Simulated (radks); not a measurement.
Results of a calculation; reference values are marked as such.
Question: All-electron atom: the cadmium ion Cd+ in [Kr] 4d8 5s1 5p2 (not the ground configuration). Level of theory: Dirac Kohn-Sham, LDA (Slater exchange, Perdew-Wang correlation), spin-unpolarised, spherical densities, finite nucleus; open shells are shared between the two j in proportion to 2j + 1; Fermi nuclear charge, rms radius 4.6087 fm (a radial shooting solver on a logarithmic mesh with Libxc functionals).

Spin-orbit splittings of the eigenvalues, e(l+1/2) - e(l-1/2), with zeta = 2 splitting/(2l+1) and mean radii in bohr:

| shell | occ. | splitting (eV) | zeta (eV) | <r> j=l-1/2 | <r> j=l+1/2 |
|---|---|---|---|---|---|
| 2p | 6 | 192.2 | 128.1 | 0.1113 | 0.1164 |
| 3p | 6 | ? | ? | 0.3498 | 0.3609 |
| 3d | 10 | 6.987 | 2.795 | 0.3328 | 0.3363 |
| 4p | 6 | 6.069 | 4.046 | 0.9261 | 0.9555 |
| 4d | 8 | 0.8076 | 0.3230 | 1.177 | 1.191 |
| 5p | 2 | 0.5423 | 0.3615 | 2.872 | 2.967 |

Estimate the 3p splitting.

Answer: 34.33 eV (zeta = 22.89 eV).
